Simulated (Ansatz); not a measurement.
Molecule: YCl₂, charge 1, multiplicity 1. The spin state was set by rule; other spins were not relaxed. SMILES of the parent species: [Y]([Cl])[Cl]
Geometry from a B3LYP-D3(BJ)/def2-TZVP (Ansatz, a quantum-chemistry and plane-wave program) optimisation:
```xyz
3

Y      0.4923    -0.2353    -0.2851
Cl    -0.6514     1.6962    -0.9997
Cl    -0.4779    -1.1564     1.6539
```
Charge +1, spin multiplicity 1.

Parts of the frozen-core correlation energy in STO-3G (Ansatz, hartree). Frozen orbitals: 28; correlated occupied orbitals by spin: 8 and 8; virtual: 9 and 9. No spin-orbit coupling. Past Kr the def2 sets carry scalar-relativistic core potentials. STO-3G rows are all-electron and non-relativistic.

```tsv
term	value
reference (HF)	-4206.68645
MP2 opposite-spin	…
MP2 same-spin	…
CCSD correlation	-0.04911
(T)	…
T1 diagnostic	0.018
largest doubles amplitude	0.035
```

Q: Fill in the missing entries.

A: 
- MP2 opposite-spin, value: -0.03223
- MP2 same-spin, value: -0.01130
- (T), value: -0.00441
